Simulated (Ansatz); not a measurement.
Species: BeCl (charge 0, doublet). 
Geometry from a B3LYP-D3(BJ)/def2-TZVP (Ansatz, an electronic-structure program) optimisation:
SMILES: [Be][Cl]
```xyz
2

Be     0.0000     0.0000    -1.4703
Cl     0.0000     0.0000     0.3460
```
Charge 0, spin multiplicity 2.

Computed values are from Ansatz. Valence correlation only, unless marked. Open shells are spin-unrestricted. No spin-orbit coupling. No relativistic terms. CBS marks a two-point X^-3 extrapolation of the correlation energy; Hartree-Fock from the larger set.

```json
{
  "atomisation energy De": "385.3 kJ/mol at CCSD(T)/CBS(def2-TZVPPD,def2-QZVPPD)",
  "vertical ionisation energy (to the singlet)": "8.77 eV at CCSD(T)/CBS(def2-TZVPPD,def2-QZVPPD)",
  "total_energy": "-474.4734 Eh at CCSD(T)/CBS(def2-TZVPPD,def2-QZVPPD)",
  "dipole_moment": "0.94 D at CCSD(T)/def2-SVPD",
  "T1 diagnostic": "0.011 at CCSD/def2-QZVPPD"
}
```
